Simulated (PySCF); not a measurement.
FNa, charge +1, multiplicity 2. Atoms are numbered in the order given.

```xyz
2

Na     0.0000     0.0000    -1.1093
F      0.0000     0.0000     1.3559
```
Charge +1, spin multiplicity 2.

Geometry: PBE0-D3(BJ)/def2-TZVPD. The spin state was assumed, not searched.

Computed with M06-2X/def2-TZVPD (PySCF).

Mulliken values depend strongly on the basis, most of all with diffuse functions as here. ESP charges are fitted to the potential on shells at 1.4 to 2.0 van der Waals radii. Atomic charges (e):

| atom | Mulliken | ESP fit | Mulliken spin |
|---|---|---|---|
| Na1 | 1.00 | (withheld) | 0.00 |
| F2 | 0.00 | (withheld) | 1.00 |

Q: Some entries are withheld; supply them. (Estimate from the structure and the level; the computed values follow.)

A: 
- Na1, ESP fit: 0.96
- F2, ESP fit: 0.04
